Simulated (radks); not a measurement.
Values are calculated unless marked as measured or tabulated.
The gold anion Au-, [Hg], held by a Watson sphere: a shell of charge +1 at radius R that stands for the Madelung well of a crystal (potential energy -1/R inside, -1/r outside, in hartree with lengths in bohr). Code: a radial shooting solver on a logarithmic mesh with Libxc functionals. Model: scalar-relativistic Kohn-Sham, LDA (Slater exchange, VWN5 correlation), spin-polarised, spherical densities, point nucleus. Response by self-consistent Sternheimer equations with the Hartree and adiabatic LDA kernel, the relativistic mass of each level held fixed and spin-orbit coupling left out. The sphere does not respond.

R (bohr)  e(5p) (eV)  e(5d) (eV)  e(6s) (eV)  <r> 6s (bohr)  sum of <r^2> (bohr^2)  X-ray form factor at sin(theta)/lambda = 0.1 1/angstrom  alpha (bohr^3)
2.77         -60.324      -7.550      -6.947          2.817                  69.76                                                   75.571           42.32
3.63         -59.316      -6.443      -6.073          2.954                  72.74                                                   75.464           52.64
4.64         -58.343      -5.424      -5.103          3.074                  75.20                                                   75.396           65.16
5.17         -57.916      -4.987      -4.669          3.119                  76.12                                                   75.377           71.25
5.65         -57.573      -4.639      -4.320          3.150                  76.78                                                   75.365           76.31
5.74         -57.513      -4.579      -4.259          3.155                  76.88                                                   75.363           77.21
6.23         -57.207      -4.271      -3.949          3.179                  77.40                                                   75.355           81.77
6.54         -57.032      -4.094      -3.771          3.191                  77.66                                                   75.351           84.38
